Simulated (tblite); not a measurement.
Compound: C3H10OSi4.
Geometry (GFN2-xTB, Å), atoms numbered from 1 in this order:
```xyz
18
C3H10OSi4 angstrom
C     -2.173    2.454   -1.446
C     -1.579    1.616   -0.819
Si    -0.639    0.304    0.098
C     -1.463    0.270    1.829
Si    -0.421   -1.778   -1.037
Si     1.917   -1.483   -1.101
Si     1.726    0.539    0.074
O      2.367    0.218    1.553
H     -2.697    3.190   -1.987
H     -2.506   -0.029    1.775
H     -1.427    1.244    2.311
H     -0.950   -0.438    2.475
H     -0.926   -2.959   -0.317
H     -1.099   -1.884   -2.337
H      2.470   -1.347   -2.459
H      2.733   -2.561   -0.524
H      2.325    1.811   -0.371
H      2.333    0.842    2.271
```

Level: GFN2-xTB in tblite, geometry and Hessian alike; calculated harmonic values, unscaled, isolated species. This tight-binding method is rough: wavenumbers can miss measured ones by several per cent, in bad cases by 10 to 20. Modes of hydrogen on silicon can be 10 to 20 % off. One conformer, not necessarily the lowest.

Harmonic wavenumbers (cm⁻¹): 36.9, 59.4, 76.3, 103.7, 120.9, 122.5, 145.4, 175.8, 219.5, 235.8, 264.1, 271.8, 286.0, 341.9, 347.8, 356.2, 384.8, 405.6, 431.6, 459.5, 479.3, 581.5, 604.6, 651.5, 663.3, 672.8, 681.0, 721.8, 779.0, 798.4, 811.6, 824.2, 841.3, 849.8, 1366.7, 1493.4, 1494.9, 2106.2, 2135.5, 2154.3, 2166.0, 2177.7, 2181.9, 3020.1, 3026.5, 3032.6, 3342.4, 3659.4.

A = 1194, B = 764.1, C = 632.9 MHz; mass 173.981 u (most abundant isotopes); point group C1, symmetry number 1.

Q: What is the zero-point energy?

A: ½Σν̃ = 24082 cm⁻¹ = 68.85 kcal/mol.

Q: Give the ideal-gas entropy at 350 K and 1 bar in the rigid-rotor, harmonic-oscillator model (classical rotation).

A: Translation 42.19, rotation 31.18, vibration 56.47: S = 129.8 cal/(mol K).

Q: And Cp and H(350 K) − H(0)?

A: Cp = 58.94 cal/(mol K), of which vibrations give 50.99 (their classical limit is 48 R = 95.4); H(350 K) − H(0) = 12.92 kcal/mol without the zero-point energy, 10.14 from vibrations.

Q: How do the functions run with temperature in this model?

A: 
| T (K) | S (cal/(mol K)) | Cp (cal/(mol K)) | H − H(0) (kcal/mol) | G − H(0) (kcal/mol) | ln q(vib) |
| --- | --- | --- | --- | --- | --- |
| 50 | 63.1 | 16.5 | 0.57 | -2.59 | 0.88 |
| 100 | 77.6 | 26.5 | 1.65 | -6.12 | 2.87 |
| 298.15 | 120.7 | 54.5 | 9.97 | -26.03 | 11.65 |
| 373.15 | 133.7 | 60.7 | 14.30 | -35.58 | 14.80 |
| 500 | 152.5 | 68.2 | 22.51 | -53.77 | 19.76 |
| 750 | 182.2 | 78.1 | 40.89 | -95.78 | 28.29 |
| 1000 | 205.6 | 84.7 | 61.28 | -144.36 | 35.53 |

q(vib) and H(0) count from the zero-point level.

Q: What must be added to the electronic energy to get the Gibbs energy at 350 K and 1 bar?

A: ZPE + [H(350 K) − H(0)] − T·S = 68.85 + 12.92 − 45.44 = 36.33 kcal/mol.

Q: Which modes carry the vibrational entropy at 350 K?

A: 36.9 cm⁻¹: 5.74; 59.4 cm⁻¹: 4.79; 76.3 cm⁻¹: 4.30; 103.7 cm⁻¹: 3.70; 120.9 cm⁻¹: 3.40; 122.5 cm⁻¹: 3.37 cal/(mol K); the other 42 give 31.18 together.

Q: Blend soft modes into free rotors: weight 1/[1 + (100 cm⁻¹/ν̃)⁴] for the oscillator and the rest for a rotor with moment μB/(μ + B), μ = h/(8π²ν), B = 10⁻⁴⁴ kg m². What vibrational entropy results?

A: 52.13 cal/(mol K) in place of 56.47, which changes −T·S at 350 K by +1.52 kcal/mol.

Hindered rotation and anharmonicity are outside this model. Other conformers, if any are populated, would add a mixing term that is left out. The structure is chiral; the term R ln 2 for an equal mix with its mirror image is left out.
